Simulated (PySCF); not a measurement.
A side-by-side comparison of computed properties.

First species: C7H8S.
Cartesian coordinates in Å at the GFN2-xTB level; atoms count from 1:
```xyz
16
C7H8S angstrom
C      2.5930    0.1290   -0.5632
C      2.5066   -0.8835    0.3329
S      0.8885   -1.1453    0.8543
C      0.3098    0.1420   -0.1592
C     -1.1109    0.4947   -0.2048
C     -2.1634   -0.5823   -0.1330
C     -1.9718    0.3424    1.0223
C      1.3382    0.7150   -0.8449
H      3.5160    0.4520   -1.0107
H      3.2876   -1.5021    0.7277
H     -1.3158    1.3400   -0.8514
H     -3.0449   -0.4709   -0.7455
H     -1.8245   -1.6020   -0.0298
H     -1.5009   -0.0474    1.9121
H     -2.7203    1.0958    1.2142
H      1.2052    1.5315   -1.5323
```

Second species: cyclobutanol, C4H8O.
Geometry (GFN2-xTB, Å), atoms numbered from 1 in this order:
```xyz
13
C4H8O angstrom
O      1.6891   -0.9424   -0.6309
C      0.6863   -0.4890    0.2382
C      0.2957    1.0024    0.1529
C     -1.1771    0.5843    0.0232
C     -0.7316   -0.8665   -0.2146
H      2.5274   -0.5410   -0.3793
H      0.8992   -0.8042    1.2692
H      0.6818    1.4630   -0.7543
H      0.5531    1.6200    1.0111
H     -1.7343    1.0507   -0.7855
H     -1.7299    0.7059    0.9521
H     -1.2320   -1.6375    0.3653
H     -0.7320   -1.1452   -1.2649
```

Levels: CAM-B3LYP/def2-SVPD for dipole moment, HOMO energy, LUMO energy, HOMO–LUMO gap, static isotropic polarisability and electronic spatial extent ⟨r²⟩ about the centre of nuclear charge; TDDFT CAM-B3LYP/def2-SVPD for lowest singlet excitation; TDA CAM-B3LYP/def2-SVPD for lowest triplet excitation (Tamm–Dancoff); GFN2-xTB for rotational constant A and rotational constant C. Geometries: GFN2-xTB. All species are isolated and taken at one optimised geometry, non-relativistic unless stated; the electronic structure was computed with PySCF and density fitting.

The conformers computed, where there is a choice (atom-mapped SMILES and torsion angles):
- `[cH:1]1[cH:2][s:3][c:4]([CH:5]2[CH2:6][CH2:7]2)[cH:8]1`: S3–C4–C5–C6 -37°
- `[OH:1][CH:2]1[CH2:3][CH2:4][CH2:5]1`: H–O1–C2–C3 68°

Task: Which of the two has the higher ⟨r²⟩, and by how much?

Result: The first: 1110 bohr² against 408 bohr², a difference of 702 bohr².

Task: Which has the higher S1 energy?

Result: The second: 6.80 eV against 5.37 eV, a difference of 1.43 eV.

Task: Which of the two has the higher LUMO energy, and by how much?

Result: The second: 1.28 eV against 0.74 eV, a difference of 0.54 eV.

Task: Which of the two has the higher dipole moment, and by how much?

Result: The second: 1.60 D against 0.79 D, a difference of 0.81 D.

Task: Which has the higher static isotropic polarisability?

Result: The first: 94.6 au against 50.9 au, a difference of 43.7 au.

Task: Which has the higher rotational constant C?

Result: The second: 3.518 GHz against 1.094 GHz, a difference of 2.424 GHz.

Task: Which of the two has the higher HOMO–LUMO gap, and by how much?

Result: The second: 10.32 eV against 8.26 eV, a difference of 2.06 eV.

Task: Which has the higher T1 energy?

Result: The second: 6.53 eV against 3.57 eV, a difference of 2.96 eV.

On the first: The polarisability is 14.02 Å³ as a volume (1 au = 0.148185 Å³), or 1.43 au for each of the 66 electrons. The vertical singlet–triplet gap S1 − T1 is 1.80 eV (TDDFT singlet less Tamm–Dancoff triplet; S1: HOMO→LUMO, weight 0.96; T1: HOMO→LUMO, weight 0.92).

On the second: The dipole equals about 5.3 × 10⁻³⁰ C·m (1 D = 3.33564 × 10⁻³⁰ C·m). The vertical singlet–triplet gap S1 − T1 is 0.27 eV (TDDFT singlet less Tamm–Dancoff triplet; S1: HOMO→LUMO, weight 0.89; T1: HOMO→LUMO, weight 0.84).
